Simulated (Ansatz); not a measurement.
Consider the silylene formation by 1,1-elimination: `[OH][GeH2][SiH](O)O` → `[OH][GeH3]` + `O[Si]O`.

Isolated molecules relaxed with PBE0-D4/def2-TZVP in Ansatz; ΔE leaves out vibrations. CBS: MP2 limit from def2 TZ/QZ plus the TZ coupled-cluster correction, frozen cores. This one scheme is used for every species. DFT in def2-TZVPP. For Ge outer-core shells are correlated without core-valence functions, which leaves a few kJ/mol of doubt a bond. Scalar relativity is left out up to krypton. One conformer a species, not always the lowest.

`[OH][GeH2][SiH](O)O`:

```xyz
11

O    -0.748   -0.794    1.682
Ge    0.172    0.678    1.172
Si    0.488   -0.045   -1.077
O    -0.485    0.906   -1.998
O     0.046   -1.622   -1.016
H    -1.088   -0.760    2.577
H    -0.712    1.919    1.411
H     1.427    0.802    2.065
H     1.869   -0.011   -1.618
H    -0.477    0.774   -2.948
H    -0.492   -1.847   -0.248
```

`[OH][GeH3]`:

```xyz
6

O     0.342    0.444   -1.252
Ge    0.023   -0.261    0.354
H    -0.217    1.201   -1.441
H     1.002   -1.434    0.452
H    -1.439   -0.738    0.437
H     0.289    0.788    1.450
```

`O[Si]O`:

Z-matrix (Å, degrees):
```
O
Si 1 1.642
H 1 0.964 2 117.5
O 2 1.663 1 99.4 3 0.0
H 4 0.960 2 116.1 1 180.0
```

Problem. Is it downhill or uphill in electronic energy at CCSD(T)/CBS, and by how much? (An estimate is asked.)

Solution. Computed: Uphill: ΔE = +140.4 kJ/mol.

Problem. What do these levels give: PBE-D4, ωB97X-V, r2SCAN, CCSD(T)/def2-TZVPP, MP2/def2-QZVPP, SCS-MP2/def2-QZVPP? (An estimate is asked.)

Solution. Ansatz gave: PBE-D4 140.2, ωB97X-V 146.5, r2SCAN 150.4, CCSD(T)/def2-TZVPP 134.0, MP2/def2-QZVPP 147.1, SCS-MP2/def2-QZVPP 137.6 kJ/mol.

Largest T1 diagnostic among the species: 0.015.

The D4 term adds +16.5 kJ/mol with B3LYP and +9.1 kJ/mol with PBE0; it sums over pairs of atoms, weighted by their polarisabilities, and B3LYP, whose exchange is more repulsive, gets the larger term. From PBE to PBE0 (25 % exact exchange), in def2-TZVPP and without D4, ΔE moves by +12.5 kJ/mol.

B3LYP here is the variant with VWN-RPA as its local correlation; programs differ in this.
